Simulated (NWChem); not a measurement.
System: CF3, doublet; SMILES F[C](F)F

The following NWChem deck was run.

```
start job
memory heap 200 mb stack 900 mb global 1100 mb
geometry units angstroms noautosym nocenter noautoz
  F     -0.324352     1.207697    -0.072238
  C      0.000000     0.000000     0.319767
  F     -0.883721    -0.884745    -0.072238
  F      1.208072    -0.322952    -0.072238
end
basis spherical
  F library 6-31+g*
  C library 6-31+g*
end
dft
  odft
  mult 2
  xc pbe0
  iterations 150
end
cosmo
  do_cosmo_smd true
  solvent water
end
task dft energy
```

Excerpt of the output:

```
             Northwest Computational Chemistry Package (NWChem) 7.3.0
             --------------------------------------------------------

                             Geometry "geometry" -> ""
                             -------------------------

 Output coordinates in angstroms (scale by  1.889725989 to convert to a.u.)

  No.       Tag          Charge          X              Y              Z
 ---- ---------------- ---------- -------------- -------------- --------------
    1 F                    9.0000    -0.32435200     1.20769700    -0.07223800
    2 C                    6.0000     0.00000000     0.00000000     0.31976700
    3 F                    9.0000    -0.88372100    -0.88474500    -0.07223800
    4 F                    9.0000     1.20807200    -0.32295200    -0.07223800

 Effective nuclear repulsion energy (a.u.)     124.7851161591

                                 NWChem DFT Module
                                 -----------------

 Summary of "ao basis" -> "ao basis" (spherical)
 ------------------------------------------------------------------------------
       Tag                 Description            Shells   Functions and Types
 ---------------- ------------------------------  ------  ---------------------
 F                          6-31+g*                  8       18   4s3p1d
 C                          6-31+g*                  8       18   4s3p1d

 in cosmo_initialize ...
 calling solv_data for solv:h2o

 solvent parameters
 solvname_short: h2o
 solvname_long:  water
 dielec:       78.4000
 dielecinf:     1.7769
 aqueous SMD model solvent descriptors
 dielec:       78.4000
 sola:          0.8200

          ---------------
          -cosmo- solvent
          ---------------
 Cosmo: York-Karplus, doi: 10.1021/jp992097l
 dielectric constant -eps-     =  78.40
 screen = (eps-1)/(eps    )    =   0.98724
 surface charge correction     = lagrangian

   van der Waals surface
 --------------------------

 ---------- ATOMIC COORDINATES (A.U.) ------------ VDWR(ANG.) --
     1   -0.61293640    2.28221641   -0.13651003     1.730
     2    0.00000000    0.00000000    0.60427201     1.850
     3   -1.66999054   -1.67192562   -0.13651003     1.730
     4    2.28292505   -0.61029079   -0.13651003     1.730
 number of segments per atom =        128
 number of   points per atom =        128
 atom (   nspa,  nppa )
 ----------------------
    1 (     81,     0 )       0
    2 (     39,     0 )       0
    3 (     80,     0 )       0
    4 (     81,     0 )       0
 number of -cosmo- surface points =      281
 molecular surface =     79.259 angstrom**2
 molecular volume  =     56.848 angstrom**3
 -lineq- algorithm             =   0
 -bem- low  level              =   3
 -bem- from -octahedral-
 gaussian surface charge width =   4.50000
 degree of switching           =   1.00000
 switching function tolerance  =   0.00010
 atomic radii =
 --------------
    1  9.000  1.730
    2  6.000  1.850
    3  9.000  1.730
    4  9.000  1.730
 ...... end of -cosmo- initialization ......

 nat:                     4
 ixmem:                  1008
 calling mnsol_interface()
 G(SMD-CDS) energy (kcal/mol)  =     4.644
 SMD-CDS SASA (angstrom**2)    =    88.101

            General Information
            -------------------
          SCF calculation type: DFT
          Wavefunction type:  spin polarized.
          No. of atoms     :     4
          No. of electrons :    33
           Alpha electrons :    17
            Beta electrons :    16
          Charge           :     0
          Spin multiplicity:     2
          Use of symmetry is: off; symmetry adaption is: off
          Maximum number of iterations: 150
          AO basis - number of functions:    72
                     number of shells:    32
          Convergence on energy requested:  1.00D-06
          Convergence on density requested:  1.00D-05
          Convergence on gradient requested:  5.00D-04

              XC Information
              --------------
                         PBE0 Method XC Functional
                     Hartree-Fock (Exact) Exchange  0.250
          PerdewBurkeErnzerhof Exchange Functional  0.750
            Perdew 1991 LDA Correlation Functional  1.000 local
           PerdewBurkeErnz. Correlation Functional  1.000 non-local

             Grid Information
             ----------------
          Grid used for XC integration:  medium
          Radial quadrature: Mura-Knowles
          Angular quadrature: Lebedev.
          Tag              B.-S. Rad. Rad. Pts. Rad. Cut. Ang. Pts.
          ---              ---------- --------- --------- ---------
          F                   0.50       49           8.0       434
          C                   0.70       49           8.0       434
          Grid pruning is: on
          Number of quadrature shells:   196
          Spatial weights used:  Erf1

      Superposition of Atomic Density Guess
      -------------------------------------

 Sum of atomic energies:        -335.79825898

      Non-variational initial energy
      ------------------------------

 Total energy =    -336.787034
 1-e energy   =    -716.005316
 2-e energy   =     254.433166
 HOMO         =      -0.115769
 LUMO         =       0.091295

   convergence    iter        energy       DeltaE   RMS-Dens  Diis-err
 ---------------- ----- ----------------- --------- --------- ---------
     COSMO gas phase
 d= 0,ls=0.0,diis     1   -337.1038583996 -4.62D+02  1.13D-02  3.53D-01
                                                     8.39D-03  3.14D-01
 d= 0,ls=0.0,diis     2   -337.0363842638  6.75D-02  4.83D-03  6.18D-01
                                                     4.78D-03  6.34D-01
 d= 0,ls=0.0,diis     3   -337.2517099287 -2.15D-01  7.49D-04  7.75D-03
                                                     6.02D-04  7.38D-03
 d= 0,ls=0.0,diis     4   -337.2540416528 -2.33D-03  4.22D-04  7.78D-04
                                                     1.62D-04  7.37D-04
 d= 0,ls=0.0,diis     5   -337.2543681363 -3.26D-04  1.16D-04  9.81D-06
                                                     5.48D-05  7.37D-06
  Resetting Diis
 d= 0,ls=0.0,diis     6   -337.2543810485 -1.29D-05  1.57D-05  7.59D-07
                                                     1.03D-05  3.32D-07
 d= 0,ls=0.0,diis     7   -337.2543815735 -5.25D-07  2.83D-06  4.10D-08
                                                     2.47D-06  3.85D-08

[...]

                                COSMO-SMD solvation results
                                ---------------------------

             internal energy in gas <Psi(g)|H|Psi(g)> =      -337.254381573500
         internal energy in solvent <Psi(s)|H|Psi(s)> =      -337.254277376981
                               delta internal energy  =         0.000104196520 (    0.07 kcal/mol)
   total free energy in solvent <Psi(s)|H+V/2|Psi(s)> =      -337.255951235953
 polarization energy contribution <Psi(s)|V/2|Psi(s)> =        -0.001673858972 (   -1.05 kcal/mol)
    total free energy in solvent including G(SMD-CDS) =      -337.248550560090
                       G(SMD-CDS) energy contribution =         0.007400675863 (    4.64 kcal/mol)
     1 M fixed-concentration free energy of solvation =         0.005831013411 (    3.66 kcal/mol)

                    DFT Final Alpha Molecular Orbital Analysis
                    ------------------------------------------

 Vector   15  Occ=1.000000D+00  E=-4.881276D-01
              MO Center=  2.3D-01,  2.3D-01, -3.2D-02, r^2= 1.9D+00
   Bfn.  Coefficient  Atom+Function         Bfn.  Coefficient  Atom+Function
  ----- ------------  ---------------      ----- ------------  ---------------
     5      0.328453  1 F  pz                59     -0.325938  4 F  pz
     4      0.235019  1 F  py                57     -0.232395  4 F  px
     9      0.211390  1 F  pz                63     -0.209772  4 F  pz
    58      0.200894  4 F  py                 3     -0.198754  1 F  px
    40      0.189248  3 F  py                39     -0.186448  3 F  px

 Vector   16  Occ=1.000000D+00  E=-4.613684D-01
              MO Center=  7.9D-04,  7.9D-04, -6.7D-02, r^2= 2.0D+00
   Bfn.  Coefficient  Atom+Function         Bfn.  Coefficient  Atom+Function
  ----- ------------  ---------------      ----- ------------  ---------------
     3      0.394813  1 F  px                58     -0.394936  4 F  py
    39     -0.288829  3 F  px                40      0.288495  3 F  py
     7      0.254998  1 F  px                62     -0.255078  4 F  py
    43     -0.186558  3 F  px                44      0.186342  3 F  py
     4      0.105889  1 F  py                57     -0.105431  4 F  px

 Vector   17  Occ=1.000000D+00  E=-2.875343D-01
              MO Center= -2.6D-05, -2.6D-05,  4.7D-01, r^2= 1.4D+00
   Bfn.  Coefficient  Atom+Function         Bfn.  Coefficient  Atom+Function
  ----- ------------  ---------------      ----- ------------  ---------------
    24      0.556275  2 C  s                 23      0.523081  2 C  pz
    27      0.280014  2 C  pz                 5     -0.264234  1 F  pz
    41     -0.264225  3 F  pz                59     -0.264234  4 F  pz
    20      0.200302  2 C  s                  9     -0.193309  1 F  pz
    45     -0.193331  3 F  pz                63     -0.193309  4 F  pz

 Vector   18  Occ=0.000000D+00  E= 3.037216D-02
              MO Center= -4.4D-03, -4.4D-03, -9.9D-02, r^2= 8.5D+00
   Bfn.  Coefficient  Atom+Function         Bfn.  Coefficient  Atom+Function
  ----- ------------  ---------------      ----- ------------  ---------------
    28      2.180999  2 C  s                 10     -0.688036  1 F  s
    46     -0.690374  3 F  s                 64     -0.688032  4 F  s
    24      0.582972  2 C  s                 27     -0.365606  2 C  pz
    31     -0.310722  2 C  pz                23     -0.204286  2 C  pz
    12      0.168239  1 F  py                65      0.168288  4 F  px

 Vector   19  Occ=0.000000D+00  E= 5.688045D-02
              MO Center= -2.9D-02, -2.9D-02,  5.1D-01, r^2= 1.0D+01
   Bfn.  Coefficient  Atom+Function         Bfn.  Coefficient  Atom+Function
  ----- ------------  ---------------      ----- ------------  ---------------
    29      1.089145  2 C  px                30     -1.085723  2 C  py
    10      0.717208  1 F  s                 64     -0.718032  4 F  s
    25      0.254322  2 C  px                26     -0.253525  2 C  py
    47     -0.149800  3 F  px                48      0.149774  3 F  py
     6      0.123004  1 F  s                 60     -0.123146  4 F  s

 Vector   20  Occ=0.000000D+00  E= 5.693439D-02
              MO Center=  3.0D-02,  3.0D-02,  5.1D-01, r^2= 1.0D+01
   Bfn.  Coefficient  Atom+Function         Bfn.  Coefficient  Atom+Function
  ----- ------------  ---------------      ----- ------------  ---------------
    29      1.085689  2 C  px                30      1.089112  2 C  py
    46      0.825148  3 F  s                 10     -0.418244  1 F  s
    64     -0.416824  4 F  s                 25      0.253494  2 C  px
    26      0.254290  2 C  py                11     -0.191385  1 F  px
    66     -0.191537  4 F  py                42      0.141639  3 F  s

                     DFT Final Beta Molecular Orbital Analysis
                     -----------------------------------------

 Vector   14  Occ=1.000000D+00  E=-4.787236D-01
              MO Center= -3.4D-01, -3.4D-01, -3.5D-02, r^2= 1.8D+00
   Bfn.  Coefficient  Atom+Function         Bfn.  Coefficient  Atom+Function
  ----- ------------  ---------------      ----- ------------  ---------------
    41      0.444830  3 F  pz                45      0.290684  3 F  pz
    59     -0.223286  4 F  pz                 5     -0.221810  1 F  pz
    39     -0.201539  3 F  px                40     -0.201287  3 F  py
     4     -0.177603  1 F  py                57     -0.178294  4 F  px
    63     -0.145907  4 F  pz                 9     -0.144943  1 F  pz

 Vector   15  Occ=1.000000D+00  E=-4.786993D-01
              MO Center=  3.4D-01,  3.4D-01, -3.5D-02, r^2= 1.8D+00
   Bfn.  Coefficient  Atom+Function         Bfn.  Coefficient  Atom+Function
  ----- ------------  ---------------      ----- ------------  ---------------
     5      0.385939  1 F  pz                59     -0.385087  4 F  pz
     9      0.252186  1 F  pz                63     -0.251630  4 F  pz
     4      0.215284  1 F  py                57     -0.214778  4 F  px
     3     -0.150268  1 F  px                58      0.150453  4 F  py
     8      0.138660  1 F  py                61     -0.138335  4 F  px

 Vector   16  Occ=1.000000D+00  E=-4.584875D-01
              MO Center=  7.8D-04,  7.8D-04, -6.7D-02, r^2= 2.0D+00
   Bfn.  Coefficient  Atom+Function         Bfn.  Coefficient  Atom+Function
  ----- ------------  ---------------      ----- ------------  ---------------
     3      0.394188  1 F  px                58     -0.394311  4 F  py
    39     -0.288375  3 F  px                40      0.288042  3 F  py
     7      0.255661  1 F  px                62     -0.255740  4 F  py
    43     -0.187045  3 F  px                44      0.186828  3 F  py
     4      0.105719  1 F  py                57     -0.105262  4 F  px

 Vector   17  Occ=0.000000D+00  E=-8.138881D-02
              MO Center= -1.8D-04, -1.8D-04,  6.5D-01, r^2= 1.9D+00
   Bfn.  Coefficient  Atom+Function         Bfn.  Coefficient  Atom+Function
  ----- ------------  ---------------      ----- ------------  ---------------
    24      0.547911  2 C  s                 28      0.487537  2 C  s
    23      0.462865  2 C  pz                27      0.304957  2 C  pz
     5     -0.208225  1 F  pz                41     -0.208254  3 F  pz
    59     -0.208225  4 F  pz                20      0.182599  2 C  s
     9     -0.156417  1 F  pz                45     -0.156485  3 F  pz

 Vector   18  Occ=0.000000D+00  E= 4.287429D-02
              MO Center= -3.9D-03, -3.9D-03, -8.2D-01, r^2= 7.5D+00
   Bfn.  Coefficient  Atom+Function         Bfn.  Coefficient  Atom+Function
  ----- ------------  ---------------      ----- ------------  ---------------
    28      2.098819  2 C  s                 10     -0.712949  1 F  s
    46     -0.715132  3 F  s                 64     -0.712945  4 F  s
    31     -0.666155  2 C  pz                24      0.555902  2 C  s
    27     -0.435900  2 C  pz                23     -0.239641  2 C  pz
    12      0.182526  1 F  py                65      0.182581  4 F  px

 Vector   19  Occ=0.000000D+00  E= 6.261879D-02
              MO Center= -3.2D-02, -3.2D-02,  4.9D-01, r^2= 1.1D+01
   Bfn.  Coefficient  Atom+Function         Bfn.  Coefficient  Atom+Function
  ----- ------------  ---------------      ----- ------------  ---------------
    29      1.088068  2 C  px                30     -1.084755  2 C  py
    10      0.700907  1 F  s                 64     -0.701676  4 F  s
    25      0.208629  2 C  px                26     -0.207995  2 C  py
    47     -0.138180  3 F  px                48      0.138169  3 F  py
    12     -0.120189  1 F  py                65      0.120130  4 F  px

   alpha - beta orbital overlaps
   -----------------------------

   alpha      1      2      3      4      5      6      7      8      9     10
    beta      1      2      3      4      5      6      7      8      9     10
 overlap   1.000  1.000  1.000  1.000  1.000  1.000  1.000  0.990  0.999  0.999

   alpha     11     12     13     14     15     16     17     18     19     20
    beta     11     12     13     14     15     16     17     18     19     20
 overlap   0.981  0.976  0.976  0.976  0.977  1.000  0.964  0.948  0.999  0.999

   alpha     21     22     23     24     25     26     27     28     29     30
    beta     21     23     24     22     26     25     27     28     29     30
 overlap   0.961  0.948  0.948  0.998  0.909  0.909  0.998  0.922  0.921  0.998

[...]
```

Level: PBE0/6-31+G* (spherical d), spin-unrestricted, SMD on the gas-phase geometry. In the optimisation the excess spin sits in a (C3, its own frame). Geometry: optimised at PBE0/def2-SVP, spin-unrestricted. No stability test was run on the SCF state. Solvent: water.
